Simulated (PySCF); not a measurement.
Isomers of C6H12O, mass 100.089 u with the commonest isotopes. Theory: PBE0-D3(BJ)/def2-SVP geometry optimisation, gas phase (PySCF 2.14.0). One conformer each, none proved a minimum here; rigid rotors.

**Question.** Order these by out-of-plane moment Σ m c² = (Ia + Ib − Ic)/2, smallest first.
A. `[CH3:1][C:2](=[O:3])[CH2:4][CH:5]([CH3:6])[CH3:7]` with C1–C2–C4–C5 -165°, C2–C4–C5–C6 69°
B. `[CH3:1][O:2][CH:3]1[CH2:4][CH2:5][CH2:6][CH2:7]1` with C1–O2–C3–C4 71°, O2–C3–C4–C5 133°, C3–C4–C5–C6 -35°, C4–C5–C6–C7 42°, C5–C6–C7–C3 -33°
C. `[CH3:1][CH2:2][CH2:3][CH2:4][CH2:5][CH:6]=[O:7]` with C1–C2–C3–C4 179°, C2–C3–C4–C5 180°, C3–C4–C5–C6 179°, C4–C5–C6–O7 -1° (hexanal)

**Answer.** C (7.81 u·Å²), B (19.64 u·Å²), A (32.97 u·Å²).

**Question.** Order these by rotational constant C, largest first.
A. `[CH3:1][CH2:2][CH2:3][CH2:4][CH2:5][CH:6]=[O:7]` with C1–C2–C3–C4 179°, C2–C3–C4–C5 180°, C3–C4–C5–C6 179°, C4–C5–C6–O7 -1°
B. `[CH3:1][C:2](=[O:3])[CH2:4][CH:5]([CH3:6])[CH3:7]` with C1–C2–C4–C5 -165°, C2–C4–C5–C6 69° (4-methyl-2-pentanone)
C. `[CH3:1][O:2][CH:3]1[CH2:4][CH2:5][CH2:6][CH2:7]1` with C1–O2–C3–C4 71°, O2–C3–C4–C5 133°, C3–C4–C5–C6 -35°, C4–C5–C6–C7 42°, C5–C6–C7–C3 -33°

**Answer.** C (1549 MHz), B (1339 MHz), A (819.6 MHz).

**Question.** Order these by rotational constant A, largest first.
A. `[CH3:1][C:2](=[O:3])[CH2:4][CH:5]([CH3:6])[CH3:7]` with C1–C2–C4–C5 -165°, C2–C4–C5–C6 69°
B. `[CH3:1][O:2][CH:3]1[CH2:4][CH2:5][CH2:6][CH2:7]1` with C1–O2–C3–C4 71°, O2–C3–C4–C5 133°, C3–C4–C5–C6 -35°, C4–C5–C6–C7 42°, C5–C6–C7–C3 -33°
C. `[CH3:1][CH2:2][CH2:3][CH2:4][CH2:5][CH:6]=[O:7]` with C1–C2–C3–C4 179°, C2–C3–C4–C5 180°, C3–C4–C5–C6 179°, C4–C5–C6–O7 -1° (hexanal)

**Answer.** C (9836 MHz), B (5447 MHz), A (4761 MHz).

```tsv
SMILES	point group	Ia (u·Å²)	Ib (u·Å²)	Ic (u·Å²)	κ	μa (D)	μb (D)	μc (D)
CC(=O)CC(C)C	C1	106.16	337.31	377.53	-0.91	0.13	2.20	1.28
CCCCCC=O	near Cs	51.38	580.89	616.65	-0.99	1.19	2.20	0.02
COC1CCCC1	C1	92.78	272.72	326.22	-0.84	0.07	0.89	0.65
```
